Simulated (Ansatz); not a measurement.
Br3FGe (`[F][Ge]([Br])([Br])[Br]`) at its PBE0-D4/def2-TZVP geometry, where that method's forces vanish. Total charge 0; spin multiplicity 1.

| atom | x (Å) | y (Å) | z (Å) |
| --- | --- | --- | --- |
| F1 | 0.070 | -1.723 | 0.425 |
| Ge2 | 0.002 | -0.057 | 0.014 |
| Br3 | 1.394 | 0.255 | -1.747 |
| Br4 | 0.682 | 1.111 | 1.834 |
| Br5 | -2.148 | 0.413 | -0.526 |

Problem. For each bond, give half the difference of the two atoms' forces along it (eV/Å; positive pushes the atoms apart) under PBE-D4, r2SCAN-D4, B3LYP-D4, ωB97M-V in def2-TZVPP. (Best estimate.)

Solution. Ansatz gave: 
| bond | length (Å) | PBE-D4 | r2SCAN-D4 | B3LYP-D4 | ωB97M-V |
| --- | --- | --- | --- | --- | --- |
| F1–Ge2 | 1.717 | 0.60 | 0.04 | 0.25 | 0.08 |
| Ge2–Br3 | 2.266 | 0.14 | 0.03 | 0.16 | -0.06 |
| Ge2–Br4 | 2.266 | 0.14 | 0.03 | 0.16 | -0.06 |
| Ge2–Br5 | 2.266 | 0.14 | 0.03 | 0.16 | -0.06 |

B3LYP here is the variant with VWN-RPA as its local correlation; programs differ in this.
